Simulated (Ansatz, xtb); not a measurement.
**C6H4BrFO: 4 structures ranked**

4 gas-phase structures of C6H4BrFO, from a drawn sample of its isomers (lower ones may exist). Each was relaxed with GFN2-xTB:

A. `Oc1cc(F)cc(Br)c1`, a singlet
B. `Oc1ccc(Br)c(F)c1`, a singlet
C. `Oc1cccc(Br)c1F`, a singlet
D. `Oc1ccc(F)cc1Br`, a singlet

Problem. Which do you expect lowest at r2SCAN-D4/def2-SVP//GFN2-xTB, and how would the others follow?

Solution. Calculated order at r2SCAN-D4/def2-SVP//GFN2-xTB: D (0.0), A (0.6), B (2.4), C (2.8) kcal/mol. Less than 1 kcal/mol parts D and A; B and C, so the order within those pairs means little.

Energies above the lowest of each column, in kcal/mol; the last columns are at r2SCAN-D4/def2-SVP geometries:

```tsv
structure	GFN2-xTB	HF/STO-3G	r2SCAN-D4/def2-SVP//GFN2-xTB	r2SCAN-D4/def2-SVP	CCSD(T)/def2-SVP + ΔMP2/def2-TZVPP
D	0.2	0.6	0.0	0.0	0.0
A	0.0	0.0	0.6	0.6	0.6
B	2.8	0.5	2.4	2.4	2.6
C	4.0	1.7	2.8	2.7	2.7
```

CCSD(T)/def2-SVP + ΔMP2/def2-TZVPP has A and D within 1 kcal/mol of each other at the bottom, and every level picks one of them. Some further structures that were screened fall inside this span and aren't listed. Flexible structures stand in one conformer each, not always the lowest. ΔMP2 is the change of the MP2 energy from the smaller to the larger basis.

Over these structures GFN2-xTB departs from r2SCAN-D4/def2-SVP//GFN2-xTB by 0.5 kcal/mol on average once a common shift is removed. A GFN2-xTB relaxation took about 0.094 s and the r2SCAN-D4/def2-SVP//GFN2-xTB energy about 3.5 s on a shared host (Ansatz 0.2.0, xtb 6.7.1).
